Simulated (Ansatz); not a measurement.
Relaxation of Al₂H₆N₂S (11 atoms, charge 0, multiplicity 1), to a largest force component of 0.015 eV/Å in at most 40 steps.

All numbers below come from RKS B3LYP/STO-3G in Ansatz.

```xyz
11
Properties=species:S:1:pos:R:3
N 2.045 0.690 0.423
Al 0.306 0.062 1.007
S 0.191 -1.779 2.304
N -1.234 0.890 0.399
Al -1.426 0.492 -1.483
H 2.435 -0.006 -0.160
H 1.821 1.529 -0.234
H 0.221 -2.613 1.189
H -2.089 0.379 0.901
H -0.468 1.304 -2.435
H -1.736 -1.005 -1.888
```

Where does it end, and by what steps?

The run converged. The force dipped under the threshold on the way, but the program's further checks kept it going. Limits of this set-up: minimal basis. After 17 steps the energy has fallen by 2.287 eV; H11 moved furthest, 1.86 Å.

| step | energy less start (eV) | largest force component (eV/Å) | accepted |
| --- | --- | --- | --- |
| 0 | 0.0000 | 4.677 | yes |
| 1 | -1.0686 | 1.609 | yes |
| 2 | -1.3100 | 1.315 | yes |
| 3 | -1.4513 | 0.993 | yes |
| 4 | -1.6000 | 0.572 | yes |
| 5 | -1.7455 | 0.517 | yes |
| 6 | -1.8509 | 0.907 | yes |
| 7 | -1.9861 | 0.626 | yes |
| 8 | -2.1052 | 0.376 | yes |
| 9 | -2.1963 | 0.233 | yes |
| 10 | -2.2520 | 0.214 | yes |
| 11 | -2.2684 | 0.329 | yes |
| 12 | -2.2628 | 0.484 | no |
| 13 | -2.2818 | 0.057 | yes |
| 14 | -2.2854 | 0.013 | yes |
| 15 | -2.2856 | 0.108 | yes |
| 16 | -2.2857 | 0.115 | yes |
| 17 | -2.2868 | 0.009 | yes |

```xyz
11
Properties=species:S:1:pos:R:3
N 1.848 0.625 0.174
Al 0.536 -0.359 0.739
S 0.849 -1.574 2.445
N -0.990 -0.299 -0.140
Al -1.431 0.618 -1.558
H 2.793 0.674 0.595
H 1.815 1.246 -0.655
H -0.416 -2.068 2.435
H -1.744 -0.907 0.251
H -0.375 1.498 -2.156
H -2.819 0.489 -2.110
```

Run time: 56 s on 1 thread of Intel(R) Xeon(R) Processor @ 2.70GHz, on a shared host, peak memory 0.14 GiB.
